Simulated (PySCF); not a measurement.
C₇H₆ClN (charge +1 and doublet state).
Structure used (GFN2-xTB), in Å, numbered top down from 1:
```xyz
15
C7H6ClN angstrom
N      2.8852    1.6295    1.1620
C      2.3688    0.7204    0.7166
C      1.7164   -0.4582    0.1616
C      0.3039   -0.1424   -0.1112
C     -0.2096    0.5316   -1.2000
C     -1.6222    0.6232   -1.0851
C     -2.0235    0.0357    0.0845
C     -0.8326   -0.4890    0.8087
Cl    -1.0306   -2.2873    0.8460
H      2.2626   -0.7090   -0.7551
H      1.8245   -1.2618    0.8960
H      0.3642    0.9377   -2.0159
H     -2.2636    1.0981   -1.8069
H     -3.0314   -0.0838    0.4412
H     -0.7164   -0.1366    1.8357
```

The hyperfine couplings belong to this conformer and change with its torsions.

Identity: `N#CC[C+]1[CH]C=C[C@H]1Cl` [radical] (charge +1).

Level of theory: PySCF, UKS B3LYP, pcH-1 on C Cl H N, non-relativistic, mean-field spin-orbit, GIAO. The structure is a single GFN2-xTB conformer in the gas phase; no vibrational or solvent corrections. The geometry wasn't refined by DFT: couplings that depend on bond lengths, twists or pyramidal angles can differ widely from those at the functional's own minimum, by a factor of two or more for some ions and for spin on atoms past the first row. Stability of the SCF solution: not tested.

Q: Match the computed a_iso(1H) values -31.0, +24.6, -9.3, -6.7, +4.2, -0.7 MHz with the sites H10; H11; H12; H13; H14; H15.

A: 
```
site  a_iso (MHz)  ρ(0) (bohr⁻³)         position  distance from C7 (Å)  bound to  spin population there  largest |T| (MHz)
 H10        +24.6        +0.0055  2 bonds from C4                  4.43        C3                  -0.03                5.4
 H11         +4.2        +0.0009  2 bonds from C4                  4.14        C3                  -0.03                4.5
 H12         -9.3        -0.0021  2 bonds from C4                  3.31        C5                  +0.09               10.4
 H13         -6.7        -0.0015  2 bonds from C7                  2.18        C6                  +0.05                9.1
 H14        -31.0        -0.0069   1 bond from C7                  1.08        C7                  +0.43               20.3
 H15         -0.7        -0.0002  2 bonds from C7                  2.19        C8                  -0.05                4.1
```

ρ(0) is the spin density at the nucleus and T the dipolar tensor; a_iso includes a spin–orbit part. The Mulliken spin populations are largest on C7 (+0.43), C4 (+0.41), C5 (+0.09) and Cl9 (+0.07). Main spin sites, with 60 % or more of the largest population: C4, C7; positions count bonds from the nearest.

C5, the radical centre as drawn in `N#CC[C+]1[CH]C=C[C@H]1Cl`, holds a spin population of +0.09 out of 1.

The run took 1.9 min (grids of density and orbitals included) on one thread of an Arm Neoverse V1, shared host, and the process peaked at 0.98 GiB of memory.
